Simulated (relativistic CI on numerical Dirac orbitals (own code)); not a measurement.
Mn6+ in a cubic cluster: 2p photoemission with charge transfer

Computed with a charge-transfer multiplet model of a cubic metal-ligand cluster with up to 2 ligand holes, Slater and spin-orbit integrals from Dirac-Coulomb-Breit ions, Slater integrals scaled by 0.7. The ground state mixes d1 with configurations of k ligand holes L, whose averages lie at kΔ + k(k − 1)U_dd/2; a core hole lowers each added d electron by U_cd. 300 K, Lorentzian 0.6 eV and Gaussian 0.8 eV FWHM.

Atomic integrals in eV (Slater integrals scaled, ζ unscaled), ground: F2dd 9.285, F4dd 5.869, zeta_d 0.064; with the core hole: F2dd 9.285, F4dd 5.869, zeta_d 0.092, zeta_core 6.783, F2cd 6.807, G1cd 5.482, G3cd 3.126. Where a configuration has fewer than two d electrons, the dd integrals are those of d2.

Cluster parameters (eV): Δ = -1, U_dd = 4.9, U_cd = 5.8, 10Dq = 2.2, 10Dq(ligand) = 0.7, final-state hopping factor = 0.8.

```
                              Case   n_d    d1   d2L  d3L2     S
   V(eg) = 3.95 eV, V(t2g) = -2 eV  2.04  0.21  0.55  0.25  0.50
V(eg) = 4.25 eV, V(t2g) = -2.15 eV  2.05  0.21  0.54  0.25  0.50
V(eg) = 4.85 eV, V(t2g) = -2.45 eV  2.05  0.20  0.54  0.26  0.50
```

Weights, n_d and S are thermal averages at 300 K. Binding energies count from the first peak over 30 % of the highest in each spectrum, which can be another peak from case to case. The parameters are a model scan and need not match a compound or its usual spin state. Peaks in eV (height, largest 100):
- V(eg) = 3.95 eV, V(t2g) = -2 eV: 0.0 (100), 4.8 (8), 11.1 (42), 15.1 (11)
- V(eg) = 4.25 eV, V(t2g) = -2.15 eV: 0.0 (100), 4.9 (8), 6.6 (6), 11.1 (41), 15.5 (8)
- V(eg) = 4.85 eV, V(t2g) = -2.45 eV: 0.0 (100), 5.0 (7), 11.1 (38), 15.2 (5)

Curve for V(eg) = 4.25 eV, V(t2g) = -2.15 eV (points under 2 left out, the grid thinned):

```
E (eV)  Intensity
  -3.5        2.0
  -3.0        2.8
  -2.4        4.6
  -1.9        8.4
  -1.4       20.5
  -0.9       50.6
  -0.3       91.7
   0.2       98.3
   0.7       72.9
   1.2       38.4
   1.8       20.8
   2.3       13.2
   2.8        9.5
   3.4        8.0
   3.9        7.5
   4.4        7.5
   4.9        7.9
   5.5        6.9
   6.0        6.0
   6.5        5.9
   7.0        5.8
   7.6        6.1
   8.1        7.3
   8.6        8.8
   9.2        9.7
   9.7       11.8
  10.2       19.3
  10.7       34.8
  11.3       39.8
  11.8       31.8
  12.3       23.6
  12.8       13.2
  13.4        7.2
  13.9        6.0
  14.4        6.2
  15.0        7.5
  15.5        8.2
  16.0        7.9
  16.5        6.8
  17.1        5.0
  17.6        3.8
  18.1        2.9
  18.6        2.3
  27.0        2.3
  27.5        2.0
```

For the case V(eg) = 4.25 eV, V(t2g) = -2.15 eV, Δ = -1 eV is smaller than U_dd = 4.9 eV, the charge-transfer side of the Zaanen-Sawatzky-Allen scheme (negative Δ: between configuration averages a ligand hole costs less than the nominal valence; multiplet and field energies can change this for the lowest states). With the core hole the average of the configuration with one ligand hole lies at Δ − U_cd = -6.8 eV before mixing: the effective hopping of about 7.2 eV (from the holes of the mixed ground state) is comparable with this gap or larger, so the configurations mix strongly.

With at most 2 ligand holes the space is cut while the next configuration still counts, so covalency is underestimated, and a final configuration with one more ligand hole, which can lie low, is missing from the spectra.
